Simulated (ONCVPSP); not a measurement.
What the settings do to the ONCV potential of P (Z = 15)

Base potential:

```json
{
  "Element": "phosphorus (P)",
  "Generator": "ONCVPSP 4.0.1",
  "Type": "optimised norm-conserving Vanderbilt (ONCV)",
  "Functional": "PBE",
  "Relativity": "scalar-relativistic",
  "Frozen core": "[Ne]",
  "Valence charge": "5",
  "Reference configuration": "3s2 3p1.5 (charge +1.5)",
  "Partial waves": "3s: rc 1.45 bohr, ncon 3, nbas 6, qcut 3.8 1/bohr, 2 projectors, debl 0.7 Ha; 3p: rc 1.35 bohr, ncon 4, nbas 9, qcut 4.9 1/bohr, 2 projectors, debl 3 Ha; d scattering state at 0.03 Ha: rc 1.30 bohr, ncon 4, nbas 8, qcut 7.7 1/bohr, 2 projectors, debl 0.6 Ha",
  "Local potential": "polynomial inside 0.95 bohr (lpopt 5, dvloc0 3 Ha)",
  "Core correction": "polynomial model core, fcfact 0.15"
}
```

In the s channel the program set the typed energies aside and used -1.047, 0.250 Ha.

All-electron outer shells of the reference configuration (PBE, scalar-relativistic, ld1.x):

```csv
shell,level (eV),outermost node (bohr),outermost maximum (bohr)
2s,-190.82,0.14,0.42
2p,-141.36,–,0.36
3s,-28.48,0.65,1.54
3p,-19.10,0.64,1.72
```

Cutoffs, loose and tight: the cutoffs (Ha) at which the residual kinetic energy of the hardest occupied pseudo-wave falls to 1 and 0.1 mHa per electron. They do not see the model core or the augmentation charge, which bear on the density cutoff. Test errors are all-electron minus pseudo excitation energies from the reference, over the configurations 3s2 3p3; 3s2 3p2; 3s2 3p1; 3s2 3p0. A dash means not determined; rows that change the core or the reference have their own tests.

```tsv
change	outcome	cutoff, loose	cutoff, tight	bound ghosts	GHOST(+) flags above zero	largest test error (meV)
base	generated, projector energies reset by the program	21 Ha	94 Ha	none	s	+27
s: qcut 2.4; p: qcut 3.2; d: qcut 5	generated, projector energies reset by the program	39 Ha	71 Ha	none	s, d	+29
s: qcut 2.9; p: qcut 3.8; d: qcut 5.9	generated, projector energies reset by the program	38 Ha	69 Ha	none	s, d	+28
s: qcut 3.2; p: qcut 4.1; d: qcut 6.4	generated, projector energies reset by the program	36 Ha	84 Ha	none	s, d	+28
s: qcut 3.5; p: qcut 4.5; d: qcut 7.1	generated, projector energies reset by the program	33 Ha	90 Ha	none	s, d	+27
s: qcut 4; p: qcut 5.2; d: qcut 8.1	generated, projector energies reset by the program	17 Ha	96 Ha	none	s	+26
s: qcut 4.8; p: qcut 6.2; d: qcut 9.8	generated, projector energies reset by the program	10 Ha	85 Ha	none	none	+25
s: qcut 5.1; p: qcut 6.6; d: qcut 10.4	generated, projector energies reset by the program	11 Ha	61 Ha	none	none	+24
s: qcut 5.5; p: qcut 7.2; d: qcut 11.2	generated, projector energies reset by the program	11 Ha	31 Ha	none	s	+23
```

Task: What comes out with this change to the base: s: qcut 4.3; p: qcut 5.5; d: qcut 8.6?

Result: outcome: generated, projector energies reset by the program; cutoff, loose: 11 Ha; cutoff, tight: 95 Ha; bound ghosts: none; GHOST(+) flags above zero: none; largest test error (meV): +26.
